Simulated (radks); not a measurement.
Polarisability of the technetium ion Tc+, [Kr] 4d5 5s1, at imaginary frequency. Method: non-relativistic Kohn-Sham, LDA (Slater exchange, Perdew-Wang correlation), spin-unpolarised, spherical densities, point nucleus; relativity is left out, which matters for an element this heavy; computed with a radial shooting solver on a logarithmic mesh with Libxc functionals. Response by self-consistent Sternheimer equations with the Hartree and adiabatic LDA kernel.

| w (hartree) | alpha1(iw) (bohr^3) |
|---|---|
| 0.00266 | 37.51 |
| 0.0143 | 37.33 |
| 0.0360 | 36.39 |
| 0.0697 | 33.72 |
| 0.118 | 28.76 |
| 0.186 | 22.39 |
| 0.280 | 16.33 |
| 0.413 | 11.52 |
| 0.605 | 7.967 |
| 0.892 | 5.337 |
| 1.35 | 3.341 |
| 2.12 | 1.847 |
| 3.59 | 0.8375 |
| 6.94 | 0.2899 |
| 17.5 | 0.06730 |

Static values: alpha1 = 37.51 bohr^3 (5.559 angstrom^3; uncoupled 62.35). C6 = 276.2, triple-dipole C9 = 6937 atomic units. One-pole (London) frequency 4 C6 / (3 alpha1^2) = 0.262 hartree, against 0.414 for minus the highest occupied eigenvalue. The dipole shielding factor is 0.977, as the force sum rule N/Z = 0.977 demands.
